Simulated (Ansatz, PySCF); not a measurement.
Reaction (SMILES): F[Si](Cl)(N[SiH3])O[SiH3] + 6 [H][H] (H2) → Cl (HCl) + F (HF) + N (NH3) + O (H2O) + 3 [SiH4] (SiH4)
Each molecule is optimised on its own at B3LYP-D3(BJ)/def2-TZVP (Ansatz, a program for electronic structure), one conformer each, not searched for the lowest. Frequencies are from Ansatz or PySCF.

Property: energy of full hydrogenation (0 K, with B3LYP-D3(BJ) harmonic zero-point energies), in eV. Valence correlation only, unless marked. No spin-orbit coupling. No relativistic terms. CBS marks a two-point X^-3 extrapolation of the correlation energy; Hartree-Fock from the larger set.

CCSD(T)/CBS(cc-pV(T+d)Z,cc-pV(Q+d)Z) (Ansatz) gives 5.63 eV.

**Question.** Another calculation gave 4.87 eV. Which level was it?
A) wB97X-V/def2-TZVPD (Ansatz)
B) wB97X/def2-TZVPD (Ansatz)
C) wB97M-V/def2-TZVPD (Ansatz)
D) HSE06/def2-TZVPD (Ansatz)

**Answer.** D, HSE06/def2-TZVPD (Ansatz). The others give 5.05 (wB97X), 5.34 (wB97X-V), 5.45 (wB97M-V) eV.
